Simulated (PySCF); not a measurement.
Computed properties of C₄H₅F, SMILES C(=C\F)/C=C

(1E)-1-fluorobuta-1,3-diene (C₄H₅F), SMILES C=C/C=C/F. The structure is a stationary point at r2SCAN-D4/def2-SVP. One conformer was computed; it need not be the lowest. All values are computed for the isolated molecule unless a solvent is named; none is compared with measurement here.

**Structure.** The optimised structure has Cs symmetry. All 24 harmonic modes at r2SCAN-D4/def2-SVP (PySCF) are real, so it is a minimum. With heavy atoms numbered as in [CH2:1]=[CH:2]/[CH:3]=[CH:4]/[F:5], the shortest bond between them is C4–F5 at 1.334 Å and the longest C2–C3 at 1.448 Å.

**Vibrations.** The strongest infrared lines (harmonic, unscaled, degenerate partners summed) lie at 1179 cm⁻¹ (186 km/mol, C 57 %, F 34 %, H 9 %), 1730 cm⁻¹ (119 km/mol, C 90 %, H 10 %), 928 cm⁻¹ (39 km/mol, H 84 %, C 16 %). The softest mode is at 162 cm⁻¹ and the zero-point energy is 48.5 kcal/mol.

**Electronic structure.** r2SCAN/def2-TZVP (PySCF) places the frontier levels at -5.82 and -1.63 eV, a gap of 4.19 eV, and gives a dipole moment of 1.02 D and a mean polarisability of 54.7 bohr³. PBE/def2-TZVP (PySCF) at the same geometry gives -5.66 and -1.79 eV, so its gap is 0.32 eV narrower. An orbital gap is neither the optical nor the fundamental gap.

**Excitations.** TDA-PBE0/def2-SVPD (PySCF) has S1 at 6.33 eV (196 nm, f = 1.028, bright); the most intense of the 10 singlets computed lies at 6.33 eV (f = 1.03). T1 (TDA) is at 3.05 eV, 3.28 eV under S1. TDA-PBE/def2-SVPD (PySCF) puts S1 at 6.12 eV. No vertical singlet excitation falls in the visible range (under 3.1 eV).

**NMR.** GIAO shifts at B3LYP/pcSseg-1 (PySCF) (non-relativistic, atoms alike by connectivity averaged): ¹³C from 124.9 to 167.2 ppm against TMS; ¹H from 5.6 to 7.3 ppm against TMS; ¹⁹F at -123.6 ppm against CFCl3.

**Solvation.** SMD-PBE0/6-31G* (PySCF) gives 0.4 kcal/mol in water, -2.9 kcal/mol in ethylethanoate, -2.1 kcal/mol in 1-octanol (1 M in both phases, gas-phase geometry); of these solvents ethylethanoate holds the molecule best.
